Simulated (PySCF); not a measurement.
**AsF: script and output**

File input.py (PySCF 2.14):

```python
from pyscf import gto, scf, mp

mol = gto.M(
    atom='As 0 0 0; F 0 0 2.014',
    basis='6-31g*',
    charge=0,
    spin=2,
    symmetry=True,
    verbose=3,
)
mf = scf.UHF(mol)
mf.kernel()
mp.MP2(mf, frozen=10).kernel()
mf.dip_moment()
print('orbital energies (hartree):', [e[max(0, n-3):n+3].round(4) for e, n in zip(mf.mo_energy, mol.nelec)])
```

```bash
$ OMP_NUM_THREADS=1 python input.py
```

Output:

```
converged SCF energy = -2333.30989761849  <S^2> = 2.0171153  2S+1 = 3.0113886
E(UMP2) = -2333.7092641043  E_corr = -0.399366485811571
E(SCS-UMP2) = -2333.68290201599  E_corr = -0.373004397504611
Dipole moment(X, Y, Z, Debye):  0.00000,  0.00000, -3.64969
orbital energies (hartree): [array([-0.5247, -0.3897, -0.3897,  0.0456,  0.2656,  0.3336]), array([-0.552 , -0.552 , -0.5061,  0.0216,  0.0216,  0.082 ])]
```

In short: E(SCF) = -2333.309898 Eh, E(MP2) − E(SCF) = -0.39937 Eh, ⟨S²⟩ = 2.017, μz(SCF) = -3.65 D.

Hardware: Arm Neoverse V2, 1 thread, shared host. Wall time 0.98 s.

The bond length is a typed value, not an optimised one. No search for the lowest solution was made.
